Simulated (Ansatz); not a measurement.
Geometry optimisation, Ansatz 0.2.0, RKS BLYP/6-31G*.

Input:

```yaml
crystal:
  periodic: [false, false, false]
  atoms:
    - { symbol: B, position_ang: [-0.08632, 0.503791, 0.034712] }
    - { symbol: H, position_ang: [-0.171327, -1.38499, 1.518306] }
    - { symbol: F, position_ang: [0.877889, -0.079066, -0.724815] }
    - { symbol: O, position_ang: [-1.406874, 0.369736, -0.318318] }
    - { symbol: H, position_ang: [-1.492015, -0.190227, -1.117224] }
    - { symbol: O, position_ang: [0.273924, 1.259666, 1.132492] }
    - { symbol: Al, position_ang: [0.82838, 2.580948, 2.079754] }
    - { symbol: H, position_ang: [1.185613, 2.256184, 3.598762] }
    - { symbol: H, position_ang: [0.955451, 4.01693, 1.401196] }
    - { symbol: H, position_ang: [0.02798, -0.813372, 1.891037] }
basis:
  gaussian: { orbitals: "6-31G*" }
hamiltonian:
  xc: blyp
relax:
  f_tol: 0.03
  max_steps: 50
output:
  orbitals: {}
```

Command:

```bash
$ ansatz run input.yaml --threads 2 --pin off --max-ram 3072MiB --backend cpu --events-out ev --progress --plain --runs-dir out
```

Q: Where does it end, and by what steps?

A: The forces met the threshold. The force dipped under the threshold on the way, but the program's further checks kept it going. After 17 steps the energy has fallen by 0.240 eV; H2 moved furthest, 1.22 Å.

```csv
step,energy less start (eV),largest force component (eV/Å),accepted
0,0.0000,1.431,yes
1,-0.1291,0.620,yes
2,-0.1907,0.272,yes
3,-0.2179,0.138,yes
4,-0.2269,0.078,yes
5,-0.2308,0.084,yes
6,-0.2330,0.077,yes
7,-0.2337,0.183,yes
8,-0.2347,0.115,yes
9,-0.2363,0.068,yes
10,-0.2352,0.139,no
11,-0.2370,0.080,yes
12,-0.2360,0.383,no
13,-0.2385,0.022,yes
14,-0.2386,0.164,yes
15,-0.2387,0.168,yes
16,-0.2400,0.040,yes
17,-0.2401,0.030,yes
```

```xyz
10
Properties=species:S:1:pos:R:3
B -0.003 0.756 -0.228
H -0.081 -2.216 2.409
F 0.835 0.078 -1.055
O -1.363 0.700 -0.444
H -1.568 0.133 -1.216
O 0.501 1.475 0.802
Al 0.805 2.684 1.981
H 1.035 2.194 3.475
H 0.880 4.197 1.495
H -0.048 -1.481 2.277
```

Time of the run: 11 s on 2 threads of AMD EPYC 9R45 96-Core Processor (Zen 5) (shared host), peak memory 0.17 GiB.
